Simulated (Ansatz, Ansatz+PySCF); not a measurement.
```xyz
4

O     0.0000    0.0000   -2.1389
O     0.0000    0.0000    2.1389
Li   30.0000    0.0000   -0.3995
H    30.0000    0.0000    1.1984
```

Basis set: 6-31G (spherical functions). Frozen core: 2 orbitals. Correlation on ROHF uses semicanonical orbitals with singles. Charge 0, multiplicity 3.

Computed with Ansatz (development build ahead of 0.2.0); each method stands on the lowest determinant of its kind that the runs found.

(1) Give the atomization energy at this shape (free ground-state atoms in the same class of orbitals less the molecule, no zero-point energy) of triplet LiHO2 in separate pieces by UHF-MP2, ROHF-MP2, UHF, ROHF, ROHF-CCSD(T).

Answers

(1)

```csv
method,atomization energy
UHF-MP2,56.6 kJ/mol
ROHF-MP2,-116.9 kJ/mol
UHF,17.2 kJ/mol
ROHF,-190.0 kJ/mol
ROHF-CCSD(T),-43.0 kJ/mol
```

Caution: the shape is not the minimum. Caution for UHF-MP2, ROHF-MP2, ROHF-CCSD(T): a plain start can end on a higher determinant; large amplitudes, a single reference is doubtful. Caution for UHF-MP2, UHF: the unrestricted determinant is a mixture of spin states. Caution for ROHF-MP2, ROHF, ROHF-CCSD(T): an unrestricted determinant lies well below. Caution for ROHF-MP2: another reference gives a lower total. Caution for ROHF-MP2, ROHF: the molecule lies well above its atoms at this level.

This basis has no polarisation functions and is too small for such energies, which can lie far from measured ones in either direction.
